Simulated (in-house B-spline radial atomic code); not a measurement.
How G0W0 and RPA depend on the start: the palladium ion Pd¹⁸⁺

Configuration [Ar] 3d10. Computed with an all-electron radial atomic-structure program (B-spline basis): all electrons, non-relativistic, point nucleus, each spin shell either full or empty, empty states to l = 9 with an (l + 1/2)⁻⁴ tail; G0W0 by contour deformation at full frequency.

Without relativity these are model numbers: it shifts the levels of so heavy an element strongly and can reorder them.

```
       start  mean-field 3d (eV)  G0W0 (eV)  QP weight  RPA correlation (Eh)
Hartree-Fock             -819.35          ?          ?                     ?
         PBE             -785.15    -817.43      0.988               -2.1404
        PBE0             -794.18    -817.47      0.989               -2.1143
        TPSS             -785.12    -817.58      0.989               -2.1347
   CAM-B3LYP             -794.26          ?          ?                     ?
```

(1) What G0W0 level, weight and RPA correlation energy follow from the CAM-B3LYP start?

(2) What G0W0 level, weight and RPA correlation energy follow from the Hartree-Fock start?

(3) How much of the dependence on the start does G0W0 remove?

Answers

(1) G0W0 level -817.51 eV, weight 0.989, RPA correlation -2.1161 hartree.

(2) G0W0 level -817.61 eV, weight 0.991, RPA correlation -2.0414 hartree.

(3) The mean-field levels span 34.2 eV and the G0W0 levels 0.183 eV. Against 810 ± 3 eV (NIST, tabulated theory) the G0W0 removal energies are off by +7.43 to +7.61 eV, with relativity, Breit and QED terms left out.
